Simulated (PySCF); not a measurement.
**Vertical excitation energies**

Compound: C7H14AlN.
SMILES: `C#C[C@@H]1C[CH2][AlH2-][N+]1(C)C`

Method used: TDDFT CAM-B3LYP/def2-SVPD, vertical, gas phase, core orbitals frozen in the response in PySCF 2.14.0, density-fitted response routines. Isolated species at its PBE0-D3(BJ)/def2-SVP geometry (one conformer only).

**Question.** List the vertical singlet excitations with oscillator strengths and describe the spectrum.

**Answer.** 

```json
{"state": "S1", "E (eV)": "6.32", "ν̃ (cm⁻¹)": "51000", "f": "0.0008", "main configurations (H = HOMO, L = LUMO)": "H-2→L+1 (37%), H-2→L+2 (20%), H-2→L+3 (11%)"}
{"state": "S2", "E (eV)": "6.44", "ν̃ (cm⁻¹)": "51950", "f": "0.015", "main configurations (H = HOMO, L = LUMO)": "H→L+1 (36%), H→L (28%), H→L+5 (9%)"}
{"state": "S3", "E (eV)": "6.67", "ν̃ (cm⁻¹)": "53760", "f": "0.019", "main configurations (H = HOMO, L = LUMO)": "H→L+2 (36%), H→L (28%), H→L+1 (14%)"}
{"state": "S4", "E (eV)": "6.71", "ν̃ (cm⁻¹)": "54090", "f": "0.0051", "main configurations (H = HOMO, L = LUMO)": "H-1→L+1 (46%), H-1→L (16%), H-1→L+2 (13%)"}
{"state": "S5", "E (eV)": "6.75", "ν̃ (cm⁻¹)": "54430", "f": "0.0057", "main configurations (H = HOMO, L = LUMO)": "H-2→L+3 (18%), H-3→L+1 (11%)"}
{"state": "S6", "E (eV)": "6.88", "ν̃ (cm⁻¹)": "55530", "f": "0.0009", "main configurations (H = HOMO, L = LUMO)": "H-3→L+3 (27%), H-4→L+3 (20%), H-3→L+6 (8%)"}
{"state": "S7", "E (eV)": "7.21", "ν̃ (cm⁻¹)": "58150", "f": "0.074", "main configurations (H = HOMO, L = LUMO)": "H-1→L (45%), H-1→L+2 (19%)"}
{"state": "S8", "E (eV)": "7.29", "ν̃ (cm⁻¹)": "58790", "f": "0.041", "main configurations (H = HOMO, L = LUMO)": "H→L+2 (35%), H→L+1 (28%), H→L (11%)"}
{"state": "S9", "E (eV)": "7.44", "ν̃ (cm⁻¹)": "60020", "f": "0.019", "main configurations (H = HOMO, L = LUMO)": "H→L+3 (51%)"}
{"state": "S10", "E (eV)": "7.48", "ν̃ (cm⁻¹)": "60370", "f": "0.049", "main configurations (H = HOMO, L = LUMO)": "H→L+3 (29%), H→L+5 (18%), H→L (12%)"}
```

Triplets, Tamm–Dancoff:

```
state  E (eV)  λ (nm)     main configurations (H = HOMO, L = LUMO)
   T1    5.31   233.4  H-2→L+3 (22%), H-3→L+1 (15%), H-4→L+1 (12%)
   T2    5.76   215.3  H-2→L+1 (31%), H-2→L+2 (17%), H-2→L+3 (16%)
   T3    5.83   212.6   H-2→L+3 (24%), H-2→L+6 (10%), H-3→L+1 (9%)
   T4    6.12   202.7          H→L+1 (45%), H→L (15%), H→L+2 (12%)
```

The lowest singlet lies at 6.32 eV (196 nm, vacuum ultraviolet) and is very weak; its leading configuration is HOMO-2→LUMO+1 (37%). The strongest level in the table is S7 at 7.21 eV (172 nm, f = 0.074). Löwdin shares by element: HOMO carbon 50% or more, aluminium 21%, hydrogen 6% or more (atoms not listed hold the other 24%); LUMO carbon 24% or more, aluminium 22% (atoms not listed hold the other 54%). The listed states span 1.16 eV, and the widest gap between neighbours is 0.33 eV (S6 to S7). The oscillator strengths of these states sum to 0.230; summed over the whole spectrum of an exact calculation they would give the number of electrons, 76 (Thomas–Reiche–Kuhn). Of the 10 states listed, 6 reach f = 0.01 and none stays under 0.0005. The vertical ionisation energy (ΔSCF) is 8.91 eV, 1.43 eV above S10. Only the lowest 10 singlets were computed, as vertical energies without vibronic structure.

Time: 8.4 min wall; peak memory 1.7 GiB. Hardware: Arm Neoverse V1, one thread, shared host with 32 logical CPUs at a one-minute load of 19.
